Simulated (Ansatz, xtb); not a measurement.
**Two isomers of C6H5Cl2N**

Structure X: `N#CC#CC[C@H](Cl)CCl`, a singlet. Structure Y: `N#C[C@@H]1CC=C1C(Cl)Cl`, a singlet. Both are isolated molecules in the gas phase, relaxed with PBE-D3(BJ)/def2-SVP; the shapes shown needn't be the lowest conformers.

X (Å):

```json
{"atom": "C", "x (Å)": "-2.3619", "y (Å)": "2.3732", "z (Å)": "-2.6888"}
{"atom": "C", "x (Å)": "-1.3962", "y (Å)": "1.8658", "z (Å)": "-1.8567"}
{"atom": "C", "x (Å)": "-0.5254", "y (Å)": "1.4175", "z (Å)": "-1.1128"}
{"atom": "C", "x (Å)": "0.4866", "y (Å)": "0.8725", "z (Å)": "-0.2234"}
{"atom": "C", "x (Å)": "0.5234", "y (Å)": "-0.6661", "z (Å)": "-0.1761"}
{"atom": "C", "x (Å)": "-0.7878", "y (Å)": "-1.3163", "z (Å)": "0.2491"}
{"atom": "Cl", "x (Å)": "0.9487", "y (Å)": "-1.3343", "z (Å)": "-1.8052"}
{"atom": "Cl", "x (Å)": "-1.2215", "y (Å)": "-0.8169", "z (Å)": "1.9273"}
{"atom": "N", "x (Å)": "-3.1935", "y (Å)": "2.8093", "z (Å)": "-3.4027"}
{"atom": "H", "x (Å)": "0.2953", "y (Å)": "1.2304", "z (Å)": "0.8132"}
{"atom": "H", "x (Å)": "1.4888", "y (Å)": "1.2480", "z (Å)": "-0.5201"}
{"atom": "H", "x (Å)": "1.3353", "y (Å)": "-0.9761", "z (Å)": "0.5105"}
{"atom": "H", "x (Å)": "-0.6906", "y (Å)": "-2.4172", "z (Å)": "0.2386"}
{"atom": "H", "x (Å)": "-1.6149", "y (Å)": "-1.0146", "z (Å)": "-0.4225"}
```

Y (Å):

```json
{"atom": "C", "x (Å)": "-1.5678", "y (Å)": "1.6520", "z (Å)": "0.6657"}
{"atom": "C", "x (Å)": "-0.8397", "y (Å)": "0.6627", "z (Å)": "-0.1214"}
{"atom": "C", "x (Å)": "-1.6125", "y (Å)": "0.0297", "z (Å)": "-1.3489"}
{"atom": "C", "x (Å)": "-1.3845", "y (Å)": "-1.3053", "z (Å)": "-0.6742"}
{"atom": "C", "x (Å)": "-0.7540", "y (Å)": "-0.7737", "z (Å)": "0.4003"}
{"atom": "C", "x (Å)": "-0.1214", "y (Å)": "-1.3329", "z (Å)": "1.6164"}
{"atom": "Cl", "x (Å)": "1.6337", "y (Å)": "-0.8924", "z (Å)": "1.6452"}
{"atom": "Cl", "x (Å)": "-0.9508", "y (Å)": "-0.7435", "z (Å)": "3.1019"}
{"atom": "N", "x (Å)": "-2.1689", "y (Å)": "2.4597", "z (Å)": "1.2649"}
{"atom": "H", "x (Å)": "0.1547", "y (Å)": "1.0744", "z (Å)": "-0.3981"}
{"atom": "H", "x (Å)": "-2.6690", "y (Å)": "0.3562", "z (Å)": "-1.4327"}
{"atom": "H", "x (Å)": "-1.1082", "y (Å)": "0.1809", "z (Å)": "-2.3259"}
{"atom": "H", "x (Å)": "-1.6243", "y (Å)": "-2.3383", "z (Å)": "-0.9682"}
{"atom": "H", "x (Å)": "-0.1729", "y (Å)": "-2.4368", "z (Å)": "1.6320"}
```

Problem. Estimate E(Y) − E(X) at the level CCSD(T)/def2-SVP + ΔMP2/def2-TZVPP.

Solution. Too close to call at this level: CCSD(T)/def2-SVP + ΔMP2/def2-TZVPP gives E(Y) − E(X) = −0.64 kcal/mol.

How the difference moves with the method:

```json
{"level": "GFN2-xTB", "geometry": "GFN2-xTB", "E(Y) − E(X) (kcal/mol)": "−6.99", "departure from the last row (kcal/mol)": "−6.36", "job, with rough time for the two": "optimisation, 0.29 s"}
{"level": "HF/STO-3G", "geometry": "GFN2-xTB", "E(Y) − E(X) (kcal/mol)": "−4.23", "departure from the last row (kcal/mol)": "−3.59", "job, with rough time for the two": "single point, 0.6 s"}
{"level": "r2SCAN-D4/def2-SVP", "geometry": "GFN2-xTB", "E(Y) − E(X) (kcal/mol)": "−0.69", "departure from the last row (kcal/mol)": "−0.06", "job, with rough time for the two": "single point, 5.4 s"}
{"level": "PBE-D3(BJ)/def2-SVP", "geometry": "PBE-D3(BJ)/def2-SVP", "E(Y) − E(X) (kcal/mol)": "−2.91", "departure from the last row (kcal/mol)": "−2.27", "job, with rough time for the two": "optimisation, 30 s"}
{"level": "HF/def2-SVP", "geometry": "PBE-D3(BJ)/def2-SVP", "E(Y) − E(X) (kcal/mol)": "+0.07", "departure from the last row (kcal/mol)": "+0.70", "job, with rough time for the two": "part of the CCSD(T) run"}
{"level": "MP2/def2-SVP", "geometry": "PBE-D3(BJ)/def2-SVP", "E(Y) − E(X) (kcal/mol)": "+1.51", "departure from the last row (kcal/mol)": "+2.14", "job, with rough time for the two": "part of the CCSD(T) run"}
{"level": "CCSD(T)/def2-SVP", "geometry": "PBE-D3(BJ)/def2-SVP", "E(Y) − E(X) (kcal/mol)": "−0.80", "departure from the last row (kcal/mol)": "−0.17", "job, with rough time for the two": "single point"}
{"level": "CCSD(T)/def2-SVP + ΔMP2/def2-TZVPP", "geometry": "PBE-D3(BJ)/def2-SVP", "E(Y) − E(X) (kcal/mol)": "−0.64", "departure from the last row (kcal/mol)": "", "job, with rough time for the two": "single point, 2.6 min"}
```

As drawn, Y has 1 C–C, 1 C=C in place of 1 C≡C. Structure X has no ring, Y a 4-membered ring.

The largest departure from CCSD(T)/def2-SVP + ΔMP2/def2-TZVPP is that of GFN2-xTB, 6.36 kcal/mol. The last row adds to CCSD(T) the change of the MP2 difference between the two basis sets, here +0.17 kcal/mol.

With thermal terms from frequencies at re-optimised GFN2-xTB minima (ideal gas, soft modes damped towards free rotors, one conformer each, 298.15 K, 1 atm): on the last row, ΔE + ΔZPE = −0.12, ΔH = −0.68, ΔG = +0.72 kcal/mol.

The correlated steps freeze 17 core orbitals. Programs: Ansatz 0.2.0, xtb 6.7.1; the last row on 4 threads of Arm Neoverse V1 on a shared host.
